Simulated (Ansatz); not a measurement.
Start from `[SH][Sn]([SH])([SH])[SH]` and change one atom or group to get `[SH][SnH]([SH])[SH]`.

Ansatz, PBE0-D4/def2-TZVP geometries, multiplicity 1. Each molecule was computed in one conformer, which needn't be the lowest.

Elements past krypton have def2 core potentials.

```csv
property,`[SH][Sn]([SH])([SH])[SH]`
HOMO energy (ωB97M-V/def2-TZVPP) / eV,-9.85
"ideal-gas entropy at 298 K and 1 bar (rigid rotor, harmonic PBE0-D4/def2-TZVP) / J/(mol·K)",448
HOMO–LUMO gap (B3LYP/def2-TZVPP) / eV,5.10
LUMO energy (PBE/def2-TZVPP) / eV,-2.88
size of the dipole moment (PBE/def2-TZVPP) / D,1.26
HOMO energy (PBE/def2-TZVPP) / eV,-6.41
```

Task: Give the same properties after the change, and the shifts. (An estimate is asked.)

Result: Ansatz gave: 
```tsv
property	`[SH][SnH]([SH])[SH]`	shift
HOMO energy (ωB97M-V/def2-TZVPP) / eV	-9.71	0.14
ideal-gas entropy at 298 K and 1 bar (rigid rotor, harmonic PBE0-D4/def2-TZVP) / J/(mol·K)	403	-45
HOMO–LUMO gap (B3LYP/def2-TZVPP) / eV	5.47	0.37
LUMO energy (PBE/def2-TZVPP) / eV	-2.42	0.46
size of the dipole moment (PBE/def2-TZVPP) / D	0.39	-0.87
HOMO energy (PBE/def2-TZVPP) / eV	-6.33	0.08
```

With PBE0 the HOMO rises by 0.12 eV and the LUMO rises by 0.48 eV, so the gap widens by about 0.36 eV. PBE moves the HOMO by 0.08 eV and ωB97M-V by 0.14 eV. The zero-point energy changes by -6.8 kJ/mol with -3 modes. Dipoles are sizes alone; their direction can turn. Modes under 60 cm⁻¹, often nearly free rotors, make the harmonic entropy too high.

B3LYP here is the variant with VWN-RPA as its local correlation; programs differ in this.
